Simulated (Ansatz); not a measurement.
Two isomers of CH5FGeOSi: A = `FC1[O][GeH2][SiH2]1`, B = `F[C@@H]1[O][Ge@H]1[SiH3]`.

Gas-phase electronic energies from Ansatz, PBE0-D4/def2-TZVP geometries. CCSD(T)/CBS adds triple-zeta CCSD(T) − MP2 to the extrapolated MP2 energy (def2 sets, frozen cores). Functionals use def2-TZVPP. B3LYP here is the variant with VWN-RPA as its local correlation; programs differ in this. For Ge outer-core shells are correlated without core-valence functions, which leaves a few kJ/mol of doubt a bond. Scalar relativity is left out up to krypton.

A:

Z-matrix (Å, degrees):
```
C
O 1 1.384
F 1 1.396 2 110.1
Si 1 1.939 2 102.0 3 -115.2
H 1 1.094 2 109.8 3 116.3
Ge 2 1.842 1 105.5 3 94.8
H 4 1.484 1 118.2 2 136.3
H 4 1.487 1 113.0 2 -92.4
H 6 1.539 2 110.4 1 -102.8
H 6 1.538 2 107.9 1 137.3
```

B:

```xyz
10

F    -2.742    0.883   -1.145
C    -1.621    0.928   -0.377
O    -0.509    1.339   -1.029
Ge   -0.298   -0.476   -0.560
Si    1.578   -0.669    0.874
H    -1.859    1.419    0.569
H    -0.398   -1.293   -1.854
H     1.370    0.260    2.011
H     2.823   -0.322    0.144
H     1.658   -2.069    1.366
```

(1) Which isomer does CCSD(T)/CBS put lower? Give the gap. (An estimate is asked.)

(2) Give E(B) − E(A) in kJ/mol with HF/def2-TZVPP, PBE0-D4, B2PLYP, B3LYP-D4, CCSD(T)/def2-TZVPP, B3LYP, ωB97M-V. (An estimate is asked.)

Largest T1 diagnostic: 0.016.

## Answers

(1) Computed: A, by 64.4 kJ/mol.

(2) Ansatz gave: HF/def2-TZVPP 88.7, PBE0-D4 65.8, B2PLYP 62.2, B3LYP-D4 62.7, CCSD(T)/def2-TZVPP 65.7, B3LYP 58.6, ωB97M-V 73.1. None reverses the order clearly.

The D4 term adds +4.1 kJ/mol with B3LYP and +2.0 kJ/mol with PBE0; it sums over pairs of atoms, weighted by their polarisabilities, and B3LYP, whose exchange is more repulsive, gets the larger term. From PBE to PBE0 (25 % exact exchange), in def2-TZVPP and without D4, E(B) − E(A) moves by +13.4 kJ/mol.
